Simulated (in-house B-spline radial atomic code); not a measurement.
Results of a calculation; reference values are marked as such.
**Work functions and surface energies across electron densities: Al, Ga, Sn, Pb, Zn, Cd, Au, Li, Ca, Ba, Rb**

The positive ions are smeared into a uniform slab; the electrons are solved self-consistently in the LDA (PW92) on a fine grid across the film. Stabilised jellium adds, inside the slab, the constant potential −n de/dn that makes the bulk stable at the metal's density. No lattice, so no dependence on crystal face. Atomic units unless named.

Thick-film averages; measured work functions from the table in Wikipedia's article on work functions.

```tsv
metal	r_s (bohr)	Φ jellium (eV)	Φ stabilised (eV)	Φ measured (eV)	σ jellium (J/m²)	σ stabilised (J/m²)
Al	2.07	3.77	4.26	4.06 to 4.26	-0.608	0.922
Ga	2.19	3.73	4.17	4.32	-0.294	0.825
Sn	2.22	3.72	4.15	4.42	-0.235	0.802
Pb	2.31	3.68	4.08	4.25	-0.091	0.736
Zn	2.31	3.68	4.08	3.63 to 4.9	-0.091	0.736
Cd	2.59	3.56	3.86	4.08	0.143	0.562
Au	3.01	3.35	3.54	5.10 to 5.47	0.225	0.381
Li	3.26	3.23	3.37	2.9	0.220	0.306
Ca	3.27	3.23	3.36	2.87	0.220	0.304
Ba	3.7	3.03	3.09	2.52 to 2.70	0.188	0.214
Rb	5.31	2.44	2.36	2.261	0.083	0.072
```

Where do the two models part, and which lies nearer to measurement?

They differ by +0.49 eV for Al and -0.08 eV for Rb; the stabilising potential vanishes near r_s = 4.2, where jellium is in equilibrium. Against the middle of the measured ranges the mean absolute misses are 0.60 eV (jellium) and 0.40 eV (stabilised). The largest miss of the stabilised model is -1.74 eV, for Au, a noble metal whose d shell the model lacks. Plain jellium has a negative surface energy for Al, Ga, Sn, Pb, Zn.
